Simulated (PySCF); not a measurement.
Adding and removing an electron: KCl

PBE; K def2-SVPD, Cl def2-SVPD; no relativity (PySCF 2.14). Neutral (UKS): singlet (closed shell), Re = 2.718 Å, ωe = 270 cm⁻¹, De = 4.34 eV, HOMO -4.77 eV, LUMO -1.89 eV.

KCl⁻ (UKS): doublet (σ ↑), Re = 2.863 Å, ωe = 204 cm⁻¹, De = 1.28 eV to K + Cl⁻. The energies at the minima are -1059.57912 hartree for KCl and -1059.60497 for KCl⁻.

Problem. Work out the adiabatic electron affinity, without and with harmonic zero-point energies (1 hartree = 27.2114 eV, 1 eV = 8065.5 cm⁻¹), and the change of the bond length.

Solution. At PBE: 0.02585 hartree = 0.703 eV between the minima; the zero-point term (270.0 − 204.0)/2 cm⁻¹ = +0.004 eV makes it 0.708 eV. Re changes by +14.5 pm against the neutral. The electron enters a σ orbital; in so polar a molecule the change of length follows mostly from the change of the ionic charges.

For an ion De counts to the pair picked by the measured ionisation energies or electron affinities, which need not be the lowest pair at this level. The highest Kohn–Sham level is positive in this anion. Much of that is self-interaction error, but it also means that the finite basis helps to hold the extra electron. States were picked by a PBE0 search and need not be the measured ground states.
